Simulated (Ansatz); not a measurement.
The cluster B₄P₄⁻. The state is a doublet with charge -1. Geometry B3LYP-D4/def2-SVPD.

```xyz
8

B    -0.857    1.011    0.869
B     0.858   -1.012   -0.869
B     0.678    0.706   -0.153
B    -0.678   -0.706    0.153
P     0.309    2.371    0.646
P    -0.318   -2.366   -0.661
P     2.156    0.198   -1.202
P    -2.148   -0.203    1.217
```

At HF/def2-TZVPD the charge -1 doublet is spin-contaminated (final ⟨S²⟩ up to 0.99, 0.75 for a pure state). The structure comes from a short search, and lower isomers may exist.

Q: Estimate the α-spin orbital energies around the gap (eV) in Ansatz with HF/def2-TZVPD, PBE-D4/def2-SVPD, PBE-D4/def2-TZVPD, r2SCAN-D4/def2-TZVPD, PBE0-D4/def2-TZVPD.

A: 
| orbital | HF/def2-TZVPD | PBE-D4/def2-SVPD | PBE-D4/def2-TZVPD | r2SCAN-D4/def2-TZVPD | PBE0-D4/def2-TZVPD |
| --- | --- | --- | --- | --- | --- |
| HOMO−5 | -7.45 | -3.41 | -3.46 | -3.76 | -4.69 |
| HOMO−4 | -5.93 | -2.58 | -2.60 | -2.88 | -3.63 |
| HOMO−3 | -5.53 | -2.22 | -2.25 | -2.52 | -3.24 |
| HOMO−2 | -5.13 | -2.08 | -2.11 | -2.30 | -3.06 |
| HOMO−1 | -4.22 | -1.15 | -1.17 | -1.35 | -2.12 |
| HOMO | -4.03 | -0.94 | -0.98 | -1.25 | -1.85 |
| LUMO | 4.19 | 1.34 | 1.20 | 1.29 | 1.86 |
| LUMO+1 | 4.38 | 2.50 | 2.33 | 2.58 | 2.95 |
| LUMO+2 | 4.69 | 2.91 | 2.67 | 3.04 | 3.10 |
| LUMO+3 | 4.75 | 3.01 | 2.77 | 3.18 | 3.54 |
| LUMO+4 | 4.76 | 3.05 | 2.89 | 3.24 | 3.60 |
| LUMO+5 | 5.55 | 3.36 | 3.01 | 3.42 | 3.67 |
| β HOMO | -3.46 | -1.06 | -1.09 | -1.25 | -2.01 |
| β LUMO | 3.06 | -0.43 | -0.47 | -0.43 | 0.08 |
